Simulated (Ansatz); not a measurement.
Consider the redistribution: `CO[SiH](F)O[SiH3]` + `[O]=[W](=[O])([F])[Cl]` → `CO[SiH](Cl)O[SiH3]` + `[O]=[W](=[O])([F])[F]`.

Isolated molecules relaxed with PBE0-D4/def2-TZVP in Ansatz; ΔE leaves out vibrations. CBS: MP2 limit from def2 TZ/QZ plus the TZ coupled-cluster correction, frozen cores. Functionals use def2-TZVPP. Elements past krypton have def2 core potentials. For W outer-core shells are correlated without core-valence functions, which leaves a few kJ/mol of doubt a bond. Each species was taken in one conformer, which may not be the lowest.

| level | ΔE (kJ/mol) | difference from CCSD(T)/CBS |
| --- | --- | --- |
| B2PLYP | 55.8 | -0.8 |
| PBE | 41.7 | -14.9 |
| PBE0 | 46.8 | -9.8 |
| HF/def2-TZVPP | 56.8 | 0.2 |
| MP2/def2-TZVPP | 64.9 | 8.3 |
| SCS-MP2/def2-TZVPP | 62.1 | 5.5 |
| MP2/def2-QZVPP | 65.4 | 8.8 |
| HF/CBS(def2) | 58.7 | 2.1 |
| MP2/CBS(def2) | 64.9 | 8.3 |
| CCSD/CBS(def2) | 55.8 | -0.8 |
| CCSD(T)/CBS | 56.6 | 0 |

Largest T1 diagnostic among the species: 0.023, so the coupled-cluster value is less sure than usual.

From PBE to PBE0 (25 % exact exchange), in def2-TZVPP and without D4, ΔE moves by +5.1 kJ/mol.
